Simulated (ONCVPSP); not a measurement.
## Configuration tests for copper (ONCV)

ONCVPSP 4.0.1 input, shortened (lines: element, Z, core and valence counts, functional; n l f; lmax; l rc ep ncon nbas qcut; lloc lpopt rc5 dvloc0; l nproj debl; icmod fcfact rcfact), PBE, scalar-relativistic:

```
  Cu 29.00    3    4        4      upf
    1    0    2.00
    2    0    2.00
    2    1    6.00
    3    0    2.00
    3    1    6.00
    3    2   10.00
    4    0    0.50
    2
    0    1.20    0.00    4    7    9.20
    1    0.85    0.00    4    8   19.80
    2    1.30    0.00    3    7   14.10
    4    4    0.70    3.00
    0    2    3.90
    1    1    3.50
    2    2    2.10
    3    5.25    1.70
```

Energies are relative to the spin-unpolarised reference configuration 3s2 3p6 3d10 4s0.5; without spin polarisation the order of configurations can differ from experiment.

```
valence configuration  charge  ΔE all-electron (eV)  error AE − PS (meV)
     3s2 3p6 3d10 4s1       0                -3.164                 -1.0
     3s2 3p6 3d10 4s0      +1                 4.986                 +0.4
      3s2 3p6 3d9 4s2       0                -1.192                  +14
```

What are ΔE and the potential's error for 3s2 3p6 3d9 4s0?

ΔE = 26.319 eV all-electron; the error (AE − PS) is +0.2 meV.

Levels in the configuration 3s2 3p6 3d10 4s1:

```tsv
level	all-electron (eV)	pseudo (eV)
3s	-114.704	-114.707
3p	-72.144	-72.152
3d	-5.039	-5.038
4s	-4.610	-4.611
```
